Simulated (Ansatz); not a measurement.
Ansatz (an electronic-structure program) input (CCSD(T)/STO-3G):

Ansatz 0.2 input:
```yaml
crystal:
  periodic: [false, false, false]
  atoms:
    - {symbol: Si, position_ang: [0.14752420, -0.00477802, -0.03679571]}
    - {symbol: C, position_ang: [1.80796775, 0.04281787, -0.62696282]}
    - {symbol: C, position_ang: [-0.98291446, -0.95561103, -1.24896905]}
    - {symbol: C, position_ang: [-0.88382318, 1.59774488, 0.30277397]}
    - {symbol: N, position_ang: [0.00374301, -0.78111865, 1.56487408]}
    - {symbol: H, position_ang: [2.01408955, -0.04005818, -1.69305407]}
    - {symbol: H, position_ang: [2.59668840, 0.55018362, -0.07144560]}
    - {symbol: H, position_ang: [-1.01727925, -0.46242962, -2.22597249]}
    - {symbol: H, position_ang: [-2.00633814, -1.02080122, -0.86572184]}
    - {symbol: H, position_ang: [-0.61053583, -1.97215152, -1.39779625]}
    - {symbol: H, position_ang: [-1.86249419, 1.39543036, 0.75972767]}
    - {symbol: H, position_ang: [-1.05688945, 2.13639213, -0.63395233]}
    - {symbol: H, position_ang: [-0.33219014, 2.27236462, 0.96667952]}
    - {symbol: H, position_ang: [-0.33123973, -0.20191734, 2.32374258]}
    - {symbol: H, position_ang: [0.86726836, -1.23200011, 1.83776174]}
basis:
  gaussian:
    orbitals: STO-3G
total_charge: -1
magnetization: {spin_polarized: false}
correlation: {method: ccsd_t, electrons: outside_noble_gas}
```

Output:

```
Functional definition: HF
integrals: 0.01 GiB planned
511 factors; integrals over basis functions are off by at most 4.1e-5 eV
0.12 GiB of device memory are held for the factors and their scratch space
mean field: 0.13 GiB planned
mean field evaluation 1: about -12438.2303 eV, gradient 2.4e1 eV
mean field evaluation 2: about -12438.4145 eV, gradient 2.4e1 eV
mean field evaluation 4: about -12440.5685 eV, gradient 1.7e0 eV
mean field evaluation 8: about -12440.5837 eV, gradient 2.6e-2 eV
mean field evaluation 16: about -12440.4008 eV, gradient 3.1e-1 eV
mean field -12440.58366966 eV, -457.1830173294 hartree, gradient 7.8e-7 eV, S^2 0.000000; 0 other end points of the search recorded, 0 dependent functions left out
9 core orbitals not correlated
reference -12440.58366966 eV, -457.1830173294 hartree; 16, 16 occupied and 14, 14 virtual orbitals, 511 factors
second order -6.16788296 eV of doubles, -0.00000000 eV of singles
coupled cluster: 0.11 GiB planned
cycle   1  -7.43802807 eV  change    -1.3e0 eV  update   9.3e-2
cycle   2  -8.03062193 eV  change   -5.9e-1 eV  update   3.4e-2
cycle   3  -8.11129497 eV  change   -8.1e-2 eV  update   1.1e-2
cycle   4  -8.11560855 eV  change   -4.3e-3 eV  update   4.2e-3
cycle   5  -8.11334374 eV  change    2.3e-3 eV  update   1.2e-3
cycle   6  -8.11252582 eV  change    8.2e-4 eV  update   4.1e-4
cycle   7  -8.11220745 eV  change    3.2e-4 eV  update   1.2e-4
cycle   8  -8.11216876 eV  change    3.9e-5 eV  update   3.4e-5
perturbative correction -0.09269445 eV, -0.0034064583 hartree
Total energy: -12448.78853287 eV, -457.4845404911 hartree
```

It need not be the lowest isomer of its formula. Whether it binds its extra electron was not tested at this geometry.
